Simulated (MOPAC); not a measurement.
Input for MOPAC: AM1 on AlF2HO (SMILES [OH][Al]([F])[F]), a point of a torsion scan.

```
AM1 1SCF PRECISE CHARGE=0 THREADS=1
AlF2HO

O      1.12226138 1    -0.18397156 1     0.14129296 1
Al    -0.49484159 1     0.01454199 1     0.10731972 1
F     -1.22671162 1     1.38308977 1    -0.42659122 1
F     -1.45937685 1    -1.18255990 1     0.67164054 1
H      2.01381020 1    -0.05444259 1    -0.14473128 1
```

Output:

```
*******************************************************************************
 **                                                                           **
 **                              MOPAC v23.2.5                                **
 **                                                                           **
 *******************************************************************************
 ** MOPAC's Digital Object Identifier: https://doi.org/10.5281/zenodo.6511958 **
 **                                                                           **
 ** Please cite the open-source release paper for use of this MOPAC version:  **
 ** J. E. Moussa and J. J. P. Stewart (2026)                                  **
 ** MOPAC: An open-source semiempirical molecular orbital program             **
 ** J. Open Source Softw., 11(119), 8025, https://doi.org/10.21105/joss.08025 **
 *******************************************************************************

                              AM1 CALCULATION RESULTS

 *******************************************************************************
 *  AM1        - The AM1 Hamiltonian to be used
 *
 *
 *
 *                 CHARGE ON SYSTEM = 0
 *
 *
 *
 *  PRECISE    - TIGHTER CRITERIA TO BE USED
 *  1SCF       - DO 1 SCF AND THEN STOP
 *  THREADS=1  - MULTI-THREADING NOT USED
 *  T=         - A TIME OF 172800.0 SECONDS REQUESTED
 *  DUMP=N     - RESTART FILE WRITTEN EVERY 7200.0 SECONDS REQUESTED
 *******************************************************************************
AM1 1SCF PRECISE CHARGE=0 THREADS=1
 AlF2HO

   ATOM   CHEMICAL          X               Y               Z
  NUMBER   SYMBOL      (ANGSTROMS)     (ANGSTROMS)     (ANGSTROMS)

     1       O          1.12226138  *  -0.18397156  *   0.14129296  *
     2      Al         -0.49484159  *   0.01454199  *   0.10731972  *
     3       F         -1.22671162  *   1.38308977  *  -0.42659122  *
     4       F         -1.45937685  *  -1.18255990  *   0.67164054  *
     5       H          2.01381020  *  -0.05444259  *  -0.14473128  *



          CARTESIAN COORDINATES

    NO.       ATOM           X           Y           Z

     1         O          1.1223     -0.1840      0.1413
     2        Al         -0.4948      0.0145      0.1073
     3         F         -1.2267      1.3831     -0.4266
     4         F         -1.4594     -1.1826      0.6716
     5         H          2.0138     -0.0544     -0.1447

  H: (AM1): M.J.S. DEWAR ET AL, J. AM. CHEM. SOC. 107 3902-3909 (1985)
  O: (AM1): M.J.S. DEWAR ET AL, J. AM. CHEM. SOC. 107 3902-3909 (1985)
  F: (AM1): M.J.S. DEWAR AND E. G. ZOEBISCH, THEOCHEM, 180, 1 (1988).
 Al: (AM1): M. J. S. Dewar, A. J. Holder, Organometallics, 9, 508-511 (1990).

           Empirical Formula: H O Al F2  =     5 atoms



      MOLECULAR POINT GROUP   :   C1


      RHF CALCULATION, NO. OF DOUBLY OCCUPIED LEVELS = 12


 -------------------------------------------------------------------------------
 AM1 1SCF PRECISE CHARGE=0 THREADS=1
 AlF2HO



     1SCF WAS SPECIFIED, SO BFGS WAS NOT USED
     SCF FIELD WAS ACHIEVED


                              AM1 CALCULATION
                                                       MOPAC v23.2.5 Linux




          FINAL HEAT OF FORMATION =       -242.06152 KCAL/MOL =   -1012.78539 KJ/MOL


          COSMO AREA              =         94.72 SQUARE ANGSTROMS
          COSMO VOLUME            =         79.23 CUBIC ANGSTROMS

          IONIZATION POTENTIAL    =         12.348086 EV
          HOMO LUMO ENERGIES (EV) =        -12.348  0.369
          NO. OF FILLED LEVELS    =         12
          MOLECULAR WEIGHT        =         81.9856         POINT GROUP:  C1

          MOLECULAR DIMENSIONS (Angstroms)

            Atom       Atom       Distance
            H     5    F     4     3.74194
            F     4    F     3     2.51640
            O     1    H     5     0.13184


          SCF CALCULATIONS        =          1





   ATOM   CHEMICAL          X               Y               Z
  NUMBER   SYMBOL      (ANGSTROMS)     (ANGSTROMS)     (ANGSTROMS)

     1       O          1.12226138  *  -0.18397156  *   0.14129296  *
     2      Al         -0.49484159  *   0.01454199  *   0.10731972  *
     3       F         -1.22671162  *   1.38308977  *  -0.42659122  *
     4       F         -1.45937685  *  -1.18255990  *   0.67164054  *
     5       H          2.01381020  *  -0.05444259  *  -0.14473128  *

                             CARTESIAN COORDINATES

   1    O        1.122261380    -0.183971560     0.141292960
   2   Al       -0.494841590     0.014541990     0.107319720
   3    F       -1.226711620     1.383089770    -0.426591220
   4    F       -1.459376850    -1.182559900     0.671640540
   5    H        2.013810200    -0.054442590    -0.144731280


           Empirical Formula: H O Al F2  =     5 atoms



      MOLECULAR POINT GROUP   :   C1


                  EIGENVALUES
 -47.13768 -46.79090 -35.71061 -18.86987 -15.68540 -14.94846 -14.71725 -13.73906
 -13.34916 -13.33011 -12.37478 -12.34809   0.36913   0.76843   3.25058   4.21146
   6.68197


              NET ATOMIC CHARGES AND DIPOLE CONTRIBUTIONS

  ATOM NO.   TYPE          CHARGE      No. of ELECS.   s-Pop       p-Pop
    1          O          -0.687275        6.6873     1.75874     4.92853
    2         Al           1.162371        1.8376     0.63897     1.19866
    3          F          -0.396877        7.3969     1.88063     5.51625
    4          F          -0.381054        7.3811     1.87933     5.50172
    5          H           0.302835        0.6972     0.69717
 DIPOLE           X         Y         Z       TOTAL
 POINT-CHG.     1.471     0.137    -0.494     1.558
 HYBRID         0.616     0.134    -0.155     0.649
 SUM            2.087     0.271    -0.649     2.202


          ATOMIC ORBITAL ELECTRON POPULATIONS

     Atom    s        px        py        pz
    1  O   1.75874   1.25454   1.88667   1.78732
    2 Al   0.63897   0.41752   0.41406   0.36708
    3  F   1.88063   1.88721   1.75271   1.87632
    4  F   1.87933   1.83424   1.79463   1.87285
    5  H   0.69717

 **********************
 *                    *
 * JOB ENDED NORMALLY *
 *                    *
 **********************




 == MOPAC DONE ==
```

The run finished.

Cost: around 0.03 core-seconds (rough).
